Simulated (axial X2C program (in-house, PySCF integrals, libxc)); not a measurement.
## Density and ELF of RbN

All values were computed with an in-house all-electron X2C program for linear molecules (integrals from PySCF). The Hamiltonian is the X2C one with the speed of light multiplied by 100, which is the non-relativistic limit. Basis: Rb dyall-v3z [12s11p7d2f], N dyall-v3z [6s6p2d1f] (cores contracted in-house); Gaussian nuclei, density fitting, unrestricted open shells. Masses: Rb 84.912 u, N 14.003 u.

PBE0, non-relativistic, state M_S = 1, Λ = 0 (beyond evenly filled blocks: π+α, π-α); Rb at z = 0, N at z = 2.651 Å.

The maps cover the half plane through the axis: z from -2.4 to 4.8 Å along the bond, ρ from 0.15 to 2.25 Å away from it.

log10 of the density in e/bohr³:

```
 ρ\z  -2.4  -1.8  -1.2  -0.6   0.0   0.6   1.2   1.8   2.4   3.0   3.6   4.2   4.8
0.15  -3.2  -2.4  -1.4  -0.4   1.5  -0.4  -1.4  -1.0  -0.2  -0.3  -1.2  -2.2  -3.0
0.45  -3.2  -2.5  -1.5  -0.6   0.0  -0.6  -1.5  -1.2  -0.5  -0.6  -1.4  -2.3  -3.1
0.75  -3.3  -2.7  -1.8  -1.0  -0.6  -1.0  -1.8  -1.5  -1.0  -1.1  -1.7  -2.5  -3.2
1.05  -3.5  -2.9  -2.2  -1.4  -1.1  -1.5  -2.1  -1.9  -1.6  -1.6  -2.1  -2.7  -3.4
1.35  -3.6  -3.2  -2.6  -2.0  -1.7  -2.0  -2.5  -2.3  -2.1  -2.1  -2.5  -3.0  -3.7
1.65  -3.8  -3.4  -3.0  -2.6  -2.4  -2.6  -2.8  -2.7  -2.6  -2.6  -2.9  -3.3  -3.9
1.95  -4.0  -3.7  -3.4  -3.1  -3.0  -3.1  -3.2  -3.1  -3.0  -3.1  -3.3  -3.7  -4.2
2.25  -4.2  -3.9  -3.7  -3.5  -3.5  -3.5  -3.5  -3.5  -3.5  -3.6  -3.7  -4.1  -4.6
```

Electron localisation function (collinear form, no current term, damped to 0 at low density):

```
 ρ\z  -2.4  -1.8  -1.2  -0.6   0.0   0.6   1.2   1.8   2.4   3.0   3.6   4.2   4.8
0.15  0.14  0.22  0.76  0.40  0.30  0.40  0.19  0.90  0.18  0.68  0.93  0.76  0.36
0.45  0.13  0.19  0.69  0.76  0.23  0.76  0.15  0.85  0.81  0.88  0.90  0.71  0.30
0.75  0.10  0.13  0.54  0.84  0.77  0.83  0.10  0.74  0.81  0.84  0.81  0.60  0.20
1.05  0.07  0.09  0.30  0.72  0.83  0.67  0.06  0.55  0.66  0.69  0.63  0.45  0.09
1.35  0.04  0.06  0.12  0.43  0.62  0.30  0.03  0.34  0.41  0.44  0.41  0.25  0.03
1.65  0.02  0.03  0.04  0.13  0.23  0.06  0.02  0.19  0.20  0.21  0.20  0.08  0.01
1.95  0.01  0.02  0.02  0.02  0.04  0.01  0.02  0.09  0.08  0.08  0.06  0.01  0.00
2.25  0.00  0.01  0.01  0.01  0.01  0.00  0.01  0.03  0.02  0.02  0.01  0.00  0.00
```

Axial spin density in 10⁻³ e/bohr³:

```
 ρ\z  -2.4  -1.8  -1.2  -0.6   0.0   0.6   1.2  1.8    2.4   3.0  3.6   4.2   4.8
0.15  -0.3  -0.7  -0.8   1.8  -3.2   0.4  -1.3  2.4  122.3  66.9  0.6  -0.3  -0.1
0.45  -0.3  -0.7  -0.7   1.2  -0.7   0.3  -0.6  6.6  122.1  78.2  2.8  -0.1  -0.1
0.75  -0.3  -0.5  -0.6   0.4  -0.5   0.2   0.0  6.3   47.4  34.7  3.2   0.1  -0.1
1.05  -0.2  -0.4  -0.5   0.0   0.1   0.1   0.2  3.7   15.8  12.5  2.1   0.1   0.0
1.35  -0.2  -0.3  -0.3  -0.1   0.0   0.0   0.2  1.8    5.3   4.4  1.1   0.1   0.0
1.65  -0.1  -0.2  -0.2  -0.1  -0.1   0.0   0.1  0.8    1.9   1.6  0.6   0.1   0.0
1.95  -0.1  -0.1  -0.2  -0.1  -0.1  -0.1   0.1  0.3    0.7   0.6  0.2   0.1   0.0
2.25  -0.1  -0.1  -0.1  -0.1  -0.1   0.0   0.0  0.1    0.3   0.2  0.1   0.0   0.0
```

One determinant describes the state; a PBE0 search over occupations chose it and may have missed a lower one. Other states lie close and PBE0, whose exact exchange favours high spin, may order them wrongly; the determinant shown need not be the ground state. The nearest other spin-free determinant of the search, M_S = 1, Λ = 1, lies 0.26 eV up at the distance of the search. The determinant is spin-polarised beyond a pure state at some levels (its spin-free form has ⟨S²⟩ too high), which makes Re and μ there less reliable.
